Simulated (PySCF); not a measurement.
C₂H₅ClGe. Atoms are numbered in the order given.

```xyz
9

Ge     0.7375     0.1016     0.0000
Cl    -0.9644     1.4552     0.0000
C      0.0358    -1.6997     0.0000
C     -1.2724    -1.9819     0.0000
H      1.5562     0.4125    -1.2609
H      1.5562     0.4125     1.2609
H      0.7684    -2.5194     0.0000
H     -1.6372    -3.0158     0.0000
H     -2.0284    -1.1879     0.0000
```
Charge 0, spin multiplicity 1.

The structure is a stationary point at r2SCAN-D4/def2-SVP. This is a generated structure with no PubChem entry under its InChIKey; it may be hypothetical. The values are those of a single conformer.

Calculation: B3LYP/pcSseg-1 run with PySCF.

GIAO shieldings, no solvent; atoms alike by connectivity are averaged. δ = σ(ref) − σ: ⁷³Ge against GeH4 (σ = 1631.8 ppm); ³⁵Cl against HCl (σ = 933.3 ppm); ¹³C against TMS (σ = 181.3 ppm); ¹H against TMS (σ = 31.68 ppm), references at their B3LYP-D3(BJ)/def2-TZVP geometries, non-relativistic (without spin–orbit terms, shifts of atoms bonded to Cl or Br come out too high).

| nucleus | atoms | count | δ (ppm) |
|---|---|---|---|
| ⁷³Ge | Ge1 | 1 | 300.0 |
| ³⁵Cl | Cl2 | 1 | -100.6 |
| ¹³C | C4 | 1 | 147.7 |
| ¹³C | C3 | 1 | 141.6 |
| ¹H | H8, H9 | 2 | 6.82 |
| ¹H | H7 | 1 | 6.49 |
| ¹H | H5, H6 | 2 | 5.68 |
